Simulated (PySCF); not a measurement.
## Se²⁺ (selenium, charge +2) across methods

[Ar] 3d10 4s2 4p1 4d1, one real determinant (an excited configuration). Calculation: PySCF 2.14, in aug-cc-pwCVTZ-PP with ECP10MDF (8s7p6d4f1g, 96 functions); a scalar-relativistic core potential.

```json
{"method": "r2SCAN0", "E (hartree)": "-371.2897", "mean ε 4s β (eV)": "-40.643", "mean ε 4p α (eV)": "-30.161", "mean ε 4d α (eV)": "-14.017", "Σ⟨r²⟩ (bohr²)": "28.79", "⟨S²⟩": "2.002"}
{"method": "PBE", "E (hartree)": "-371.4658", "mean ε 4s β (eV)": "-38.970", "mean ε 4p α (eV)": "-28.218", "mean ε 4d α (eV)": "-13.531", "Σ⟨r²⟩ (bohr²)": "28.56", "⟨S²⟩": "2.001"}
{"method": "LDA", "E (hartree)": "-370.8986", "mean ε 4s β (eV)": "-39.490", "mean ε 4p α (eV)": "-28.286", "mean ε 4d α (eV)": "-13.366", "Σ⟨r²⟩ (bohr²)": "28.56", "⟨S²⟩": "2.000"}
{"method": "wB97X", "E (hartree)": "-371.4817", "mean ε 4s β (eV)": "-43.239", "mean ε 4p α (eV)": "-32.034", "mean ε 4d α (eV)": "-15.648", "Σ⟨r²⟩ (bohr²)": "28.67", "⟨S²⟩": "2.001"}
{"method": "PBE0", "E (hartree)": "-371.4118", "mean ε 4s β (eV)": "-40.302", "mean ε 4p α (eV)": "-29.754", "mean ε 4d α (eV)": "-14.071", "Σ⟨r²⟩ (bohr²)": "28.76", "⟨S²⟩": "2.001"}
{"method": "HSE06", "E (hartree)": "-371.4065", "mean ε 4s β (eV)": "-40.048", "mean ε 4p α (eV)": "-29.319", "mean ε 4d α (eV)": "-13.680", "Σ⟨r²⟩ (bohr²)": "28.79", "⟨S²⟩": "2.001"}
{"method": "r2SCAN", "E (hartree)": "-371.2997", "mean ε 4s β (eV)": "-39.387", "mean ε 4p α (eV)": "-28.784", "mean ε 4d α (eV)": "-13.489", "Σ⟨r²⟩ (bohr²)": "28.57", "⟨S²⟩": "2.002"}
{"method": "wB97X-V", "E (hartree)": "-371.4098", "mean ε 4s β (eV)": "-42.954", "mean ε 4p α (eV)": "-32.061", "mean ε 4d α (eV)": "-15.685", "Σ⟨r²⟩ (bohr²)": "28.79", "⟨S²⟩": "2.001"}
{"method": "UHF", "E (hartree)": "-370.19419", "mean ε 4s β (eV)": "-43.165", "mean ε 4p α (eV)": "-33.751", "mean ε 4d α (eV)": "-15.037", "Σ⟨r²⟩ (bohr²)": "30.05", "⟨S²⟩": "2.006"}
```

⟨L²⟩ = 8.01 against 12 for a pure F term, so this real determinant mixes terms. Energies and moments cover only the electrons outside the core potential. The outer electron is Rydberg-like, and this basis confines it to a smaller radius and binds it less than a complete one would.
